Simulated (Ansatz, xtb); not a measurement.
**Two isomers of C6H5NS**

Structure a: `C#CC#C/C=C(\N)S`, a singlet. Structure b: `C#CC#C/C=C(/N)S`, a singlet. Both are isolated molecules in the gas phase, relaxed with r2SCAN-D4/def2-SVP; the shapes shown needn't be the lowest conformers.

a (Å):

```json
{"atom": "C", "x (Å)": "4.0061", "y (Å)": "3.3095", "z (Å)": "-1.8632"}
{"atom": "C", "x (Å)": "3.1789", "y (Å)": "2.8002", "z (Å)": "-1.1156"}
{"atom": "C", "x (Å)": "2.2609", "y (Å)": "2.2317", "z (Å)": "-0.2908"}
{"atom": "C", "x (Å)": "1.4277", "y (Å)": "1.7202", "z (Å)": "0.4635"}
{"atom": "C", "x (Å)": "0.4744", "y (Å)": "1.1228", "z (Å)": "1.2967"}
{"atom": "C", "x (Å)": "-0.1825", "y (Å)": "-0.0304", "z (Å)": "0.9358"}
{"atom": "N", "x (Å)": "-0.1048", "y (Å)": "-0.6054", "z (Å)": "-0.3035"}
{"atom": "S", "x (Å)": "-1.1969", "y (Å)": "-0.8489", "z (Å)": "2.1289"}
{"atom": "H", "x (Å)": "4.7309", "y (Å)": "3.7612", "z (Å)": "-2.5138"}
{"atom": "H", "x (Å)": "0.2276", "y (Å)": "1.5892", "z (Å)": "2.2552"}
{"atom": "H", "x (Å)": "0.5605", "y (Å)": "-0.1706", "z (Å)": "-0.9402"}
{"atom": "H", "x (Å)": "-0.1280", "y (Å)": "-1.6191", "z (Å)": "-0.3417"}
{"atom": "H", "x (Å)": "-2.1545", "y (Å)": "-1.2330", "z (Å)": "1.2503"}
```

b (Å):

```tsv
atom	x (Å)	y (Å)	z (Å)
C	3.7646	4.3781	-0.9149
C	3.1343	3.4097	-0.5058
C	2.4368	2.3362	-0.0517
C	1.7963	1.3630	0.3527
C	1.1066	0.2483	0.8414
C	-0.0318	-0.2738	0.2795
N	-0.7837	-1.2661	0.8636
S	-0.6143	0.3385	-1.2719
H	4.3163	5.2268	-1.2727
H	1.5055	-0.2522	1.7344
H	-1.1844	-1.9559	0.2349
H	-0.3932	-1.6682	1.7111
H	-1.9193	0.0846	-1.0143
```

Energies in hartree; the thermal terms are from GFN2-xTB frequencies at re-optimised GFN2-xTB minima (ideal gas, soft modes damped towards free rotors, one conformer each, 298.15 K, 1 atm) and include the zero-point energy:

|  | a | b |
| --- | --- | --- |
| E, CCSD(T)/def2-SVP | −682.770964 | −682.767456 |
| E, MP2/def2-SVP | −682.678528 | −682.674906 |
| E, MP2/def2-TZVPP | −683.378148 | −683.374136 |
| zero-point energy | 0.083650 | 0.083563 |
| H(298 K) − E | 0.094552 | 0.094464 |
| G(298 K) − E | 0.048749 | 0.048565 |

Correct the CCSD(T) difference for the basis set by the MP2 change, then work out ΔE, ΔE₀, ΔH and ΔG for a → b in kcal/mol (1 Eh = 627.51 kcal/mol) and the equilibrium ratio [b]/[a].

1. Differences b − a: CCSD(T) +0.003508, MP2 in the small set +0.003622, MP2 in the large set +0.004012 Eh.
2. ΔE = +0.003508 + (+0.004012 − (+0.003622)) = +0.003898 Eh = +2.45 kcal/mol.
3. ΔE₀ = ΔE + ΔZPE = +0.003898 + (−0.000087) Eh = +2.39 kcal/mol.
4. ΔH = ΔE + (−0.000088) Eh = +2.39 kcal/mol.
5. ΔG = ΔE + (−0.000184) Eh = +2.33 kcal/mol, so ΔS = (ΔH − ΔG)/T = +0.8 J/(mol K).
6. kT = 0.9442 mEh, so K = [b]/[a] = exp(−ΔG/kT) = exp(−3.93) ≈ 0.02.

Structure a is favoured at this temperature. An error of 1 kcal/mol in ΔG would change K by a factor of 5.4. Mirror images and further conformers aren't counted.

As drawn, both hold the same kinds of bond in the same numbers.

Other levels gave ΔE = +1.4 (GFN2-xTB); +0.9 (HF/STO-3G, GFN2-xTB geometries); +2.2 (r2SCAN-D4/def2-SVP//GFN2-xTB); +2.5 (r2SCAN-D4/def2-SVP); +2.6 (HF/def2-SVP); +2.3 (MP2/def2-SVP); +2.2 (CCSD(T)/def2-SVP) kcal/mol. The correlated steps freeze 12 core orbitals. Programs: Ansatz 0.2.0, xtb 6.7.1.
